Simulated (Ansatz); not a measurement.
CH₇FSiSn, SMILES `[CH3][SnH2][SiH2]F`. The species carries charge 0 and has multiplicity 1. Sn: def2 effective core potential. The structure was optimised at the PBE0-D4/def2-TZVP level. It is one conformer, not always the lowest.

```xyz
11

C    -1.857    0.468    0.342
Sn    0.025   -0.420    0.858
Si    1.746   -0.066   -1.019
F     1.168   -0.696   -2.383
H    -2.578    0.290    1.140
H    -2.232    0.029   -0.582
H    -1.736    1.542    0.204
H     0.615    0.294    2.299
H    -0.194   -2.091    1.152
H     3.048   -0.727   -0.738
H     1.995    1.378   -1.273
```

(1) What is the dipole moment at r2SCAN/def2-TZVPP? (Estimate.)

(2) And with PBE, B3LYP, ωB97M-V? (An estimate is asked.)

(3) Give the Mulliken charges with r2SCAN, ωB97M-V, B3LYP in def2-TZVPP. (An estimate is asked.)

Answers

(1) Ansatz gave: 1.19 D, with components (-0.43, 0.73, 0.83) D in this frame, pointing from negative to positive charge.

(2) Ansatz gave: PBE 1.18 D, B3LYP 1.23 D, ωB97M-V 1.20 D.

(3) Ansatz gave: 
```
atom  r2SCAN  ωB97M-V  B3LYP
  C1   -0.48    -0.61  -0.58
 Sn2    0.51     0.40   0.56
 Si3    0.42     0.35   0.40
  F4   -0.33    -0.32  -0.33
  H5    0.10     0.14   0.12
  H6    0.10     0.15   0.13
  H7    0.10     0.14   0.12
  H8   -0.13    -0.09  -0.14
  H9   -0.13    -0.09  -0.13
 H10   -0.08    -0.04  -0.08
 H11   -0.09    -0.04  -0.08
```

B3LYP here is the variant with VWN-RPA as its local correlation; programs differ in this.
